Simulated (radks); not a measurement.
Q: Excited configurations of Pt: one electron is placed in a higher orbital outside [Xe] 4f14 5d9. The ground configuration is [Xe] 4f14 5d9 6s1. Calculated with a radial shooting solver on a logarithmic mesh with Libxc functionals: non-relativistic Kohn-Sham, LDA (Slater exchange, Perdew-Wang correlation), spin-polarised, spherical densities, point nucleus; open shells are filled with parallel spins first (spin-orbit coupling, left out, can overturn this in heavy ions); relativity is left out, which matters for an element this heavy. Excitation = E - E(ground); binding = E(ion) - E, where the ion is the core of charge +1; n* = 1/sqrt(2 binding) in atomic units, and the quantum defect is n - n*.

outer orbital  excitation (eV)  binding (eV)     n*  quantum defect  eigenvalue (eV)  <r> (bohr)
5f                       6.813         0.935  3.815           1.185           -0.466       17.11
6p                       3.573         4.175  1.805           4.195           -2.052       4.649
6f                       7.110         0.638  4.619           1.381           -0.381       29.33
7s                       5.286         2.462  2.351           4.649           -1.510       8.869
7p                       5.950         1.798  2.751           4.249           -1.065       11.36
7f                       7.289         0.459  5.446           1.554           -0.295       44.16

Estimate the row for 7d.

A: excitation (eV) 6.757; binding (eV) 0.991; n* 3.704; quantum defect 3.296; eigenvalue (eV) -0.582; <r> (bohr) 19.46. The Delta-SCF ionisation energy is 7.748 eV (NIST Atomic Spectra Database: 8.959 eV, measured). Self-interaction in the functional shifts the binding energies and quantum defects, so they are the method's values and not measured ones. Relativity is left out here, which matters for elements this heavy. Open shells are spherical and high-spin; term and fine-structure splittings are not resolved.
